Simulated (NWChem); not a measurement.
As cation, triplet

Results from NWChem. Spin-unrestricted. The open p shell is one determinant without spherical averaging. No stability test was run on the SCF state.

Q: Taking UHF/pcseg-2 as the yardstick, which of these has the fewest basis functions while keeping “highest occupied level (eV)” within 0.05 eV of it: UHF/pcseg-1; UHF/STO-3G; UHF/def2-SVP; UHF/aug-pcseg-1?

A: UHF/pcseg-1.
```csv
level,basis functions,highest occupied level (eV)
UHF/STO-3G,18,-17.12
UHF/pcseg-1,27,-18.47
UHF/def2-SVP,32,-18.46
UHF/aug-pcseg-1,36,-18.46
UHF/pcseg-2,43,-18.46
```

The yardstick is one finite set, not the basis-set limit.
